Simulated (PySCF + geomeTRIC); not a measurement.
A geometry relaxed with r2SCAN-D4/def2-TZVP (PySCF + geomeTRIC), charge 0, multiplicity 1:

```xyz
12

H      0.6086    -0.7651    -1.4587
H     -1.1455     1.5965    -0.3750
H     -2.2637     0.6120     0.5722
C      0.9118    -0.2760    -0.5282
H      1.2559     0.7271    -0.7940
H      0.0766     0.2522     1.3772
H     -1.8006     0.1041    -1.0539
C     -0.2577    -0.2130     0.4432
S      2.3279    -1.2623     0.0563
C     -1.4327     0.5689    -0.1351
H     -0.5645    -1.2315     0.6993
H      2.6101    -0.5020     1.1283
```

Question: Write the SMILES of this molecule.

Answer: `CCCS`
